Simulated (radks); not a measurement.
The numbers below are computed, except where a source is named.
The rhenium ion Re3+, 72 electrons, occupied as [Kr] 4d10 4f14 5s2 5p5 5d4 6p1 (not the ground configuration).

Code: a radial shooting solver on a logarithmic mesh with Libxc functionals. Model: scalar-relativistic Kohn-Sham, PBEsol, spin-polarised, spherical densities, finite nucleus; open shells are filled with parallel spins first (spin-orbit coupling, left out, can overturn this in heavy ions); Fermi nuclear charge, rms radius 5.3698 fm.

Energy parts (eV):
part                       energy
total                  -453906.65
kinetic                 501369.76
electron-nucleus      -1120897.37
Hartree                 174449.36
exchange-correlation     -8828.40

Orbitals (lengths in bohr, moments of r in powers of bohr; r(max) is where P^2 peaks; r(90%) holds 90 % of the orbital's charge):
orbital  occ.  eigenvalue (eV)   r(max)   <1/r>       <r^4>  r(90%)
1s up       1        -71649.04  0.01125   88.69   5.464e-07  0.0329
1s down     1        -71648.91  0.01125   88.69   5.464e-07  0.0329
2s up       1        -12455.42  0.06455   20.75  0.00008176   0.118
2s down     1        -12455.09  0.06455   20.75  0.00008176   0.118
2p up       3        -10878.93  0.05303   18.75  0.00006456   0.111
2p down     3        -10878.61  0.05303   18.75  0.00006456   0.111
3s up       1        -2912.562   0.1820   7.688    0.002996   0.290
3s down     1        -2912.391   0.1821   7.688    0.002996   0.290
3p up       3        -2447.495   0.1804   7.084    0.003234   0.296
3p down     3        -2447.302   0.1804   7.084    0.003234   0.296
3d up       5        -1919.188   0.1468   6.690    0.002495   0.278
3d down     5        -1918.919   0.1469   6.689    0.002495   0.278
4s up       1        -637.5943   0.4127   3.274     0.06973   0.633
4s down     1        -637.2052   0.4127   3.273     0.06967   0.633
4p up       3        -484.9763   0.4331   2.971     0.09302   0.681
4p down     3        -484.5858   0.4331   2.971     0.09279   0.681
4d up       5        -293.2903   0.4433   2.647      0.1352   0.749
4d down     5        -292.8126   0.4433   2.649      0.1341   0.748
4f up       7         -80.4662   0.4166   2.164      0.3883   0.953
4f down     7         -79.6088   0.4163   2.177      0.3627   0.939
5s up       1        -123.4172   0.9364   1.302       2.040    1.47
5s down     1        -120.1318   0.9308   1.316       1.980    1.46
5p up       3         -84.5877    1.055   1.111       3.715    1.71
5p down     2         -80.6578    1.046   1.123       3.628    1.70
5d up       4         -39.6477    1.340  0.8060       13.79    2.39
5d down     0         -35.2179    1.330  0.8057       14.47    2.42
5f up       0         -11.9779    3.088  0.3360       377.2    5.52
6s up       0         -33.3269    2.215  0.5332       59.43    3.42
6s down     0         -29.7116    2.241  0.5224       63.26    3.47
6p up       1         -24.4174    2.647  0.4430       122.9    4.11

The highest occupied level is 6p up at -24.417 eV. The configuration is held as typed, so some empty levels lie below it. Spin moment in Bohr magnetons: 6. The spin density at the nucleus is -26.15 e/bohr^3 (1s -1.88, 2s -1.38, 3s 0.70, 4s 2.08, 5s -25.67).
